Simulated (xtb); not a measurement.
Mg(H)(SiH3) (H4MgSi), SMILES [SiH3][MgH]. All values are semi-empirical tight-binding results from xtb (GFN2-xTB unless named), good for trends rather than for accurate numbers. Geometry: GFN2-xTB.

Optimised geometry:

```xyz
6

Mg    -1.2170    -0.7142    -0.1241
H     -2.7572    -1.1536    -0.7516
Si     0.9288     0.5065     0.1337
H      1.7730     0.4405     1.3463
H      0.6867     1.9697    -0.0198
H      1.8981     0.2228    -0.9582
```

For metal compounds this method's bond lengths and energies can be far off.

```yaml
orbital_gap: 3.35 eV
zero_point_energy: 15.5 kcal/mol
G − E(el) at 298.15 K (modified RRHO): -1.9 kcal/mol
```

Computed atomic charges and the Wiberg bond orders between heavy atoms:
charges (e) Mg1 0.38, H2 -0.26, Si3 0.31, H4 -0.13, H5 -0.15, H6 -0.14. Bond orders Mg1–Si3 0.84.
